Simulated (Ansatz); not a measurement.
A structure relaxed at PBE0-D4/def2-TZVP in Ansatz, charge 0, singlet:

```csv
atom,x (Å),y (Å),z (Å)
Zr1,1.2972,0.3608,0.2649
Zr2,-1.2970,-0.3608,-0.2657
N3,-0.3320,1.2649,-0.0968
N4,0.3319,-1.2649,0.0976
```

Task: Give its formula and point group.

Result: the cluster Zr2N2. Point group D2h (tolerance 0.1 Å).

Task: Summarise the bond lengths by kind (pairs closer than 1.2 times the sum of covalent radii, bridged metal pairs left out).

Result: 4 × N–Zr 1.90 Å.

In the def2 sets Zr takes a core potential; there is no spin–orbit coupling. The restricted singlet is unstable: a solution with broken spin symmetry lies lower. At PBE0-D4/def2-TZVP a triplet of charge 0 lies 0.22 eV below the restricted singlet, each at its own geometry. The structure comes from a short search, and lower isomers may exist.
